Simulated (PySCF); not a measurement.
Sn(H)3(NH2) (H5NSn), SMILES [NH2][SnH3]. Geometry: B3LYP-D3(BJ)/def2-TZVP. The def2 effective core potentials stand for the cores of Sn; spin–orbit coupling is left out.

Computed with B3LYP-D3(BJ)/def2-TZVP run with PySCF 2.14.0.

Harmonic wavenumbers (cm⁻¹): 129, 464, 469, 545, 639, 699, 718, 718, 873, 1574, 1879, 1934, 1939, 3496, 3584. Rotational constants (GHz): 52.27, 7.362, 7.243; symmetry number 1.

### Question
Work out the zero-point energy and the ideal-gas rigid-rotor harmonic-oscillator thermochemistry at 298.15 K and 1 atm.

### Answer
ZPE = ½ Σ hcν = ½ × 19659 cm⁻¹ = 117.59 kJ/mol. H − E(el) = 132.50 kJ/mol. Entropy in J/(mol K): translation 170.18, rotation 93.18, vibration 26.95, total 290.31. G − E(el) = 45.94 kJ/mol. Cp = 74.02 J/(mol K). Modes under 150 cm⁻¹ make the vibrational entropy uncertain.
